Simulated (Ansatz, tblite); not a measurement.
Forces on the cluster GeO4 at its r2SCAN-D4/def2-SVP geometry. The state is a singlet with charge 0.

The xTB rows come from tblite. The structure holds one bond between oxygen atoms, so isomers without such links may lie far lower. The restricted singlet is unstable towards broken spin symmetry in Hartree–Fock (as tested in another run); at PBE-D4/def2-TZVP this wasn't settled. At PBE-D4/def2-TZVP an occupied level lies above an empty one. Another isomer (singlet) lies 1.01 eV lower at PBE0-D4/def2-TZVP; other spin states weren't run for this one.

GFN1-xTB (tblite), largest force 1.45 eV/Å:

```xyz
5
positions Å, forces eV/Å
Ge   -0.757    0.061    0.506    0.010    0.194    0.261
O     1.411    0.069   -1.433   -0.083   -0.064    0.277
O     1.100   -0.444   -0.362   -0.015    0.063   -0.218
O     0.345    0.985    1.337   -0.963   -0.774   -0.751
O    -2.099   -0.670   -0.048    1.051    0.580    0.430
```

GFN2-xTB (tblite), largest force 1.85 eV/Å:

```
Ge -0.611 0.097 0.403
O 0.026 -0.032 0.129
O 0.168 0.096 -0.121
O -1.093 -1.033 -1.043
O 1.510 0.872 0.632
```

PBE-D4/def2-TZVP (Ansatz), largest force 1.07 eV/Å:

```
Ge 0.022 -0.054 -0.025
O 0.289 0.404 -0.950
O -0.135 -0.431 0.849
O 0.422 0.382 0.364
O -0.598 -0.300 -0.238
```
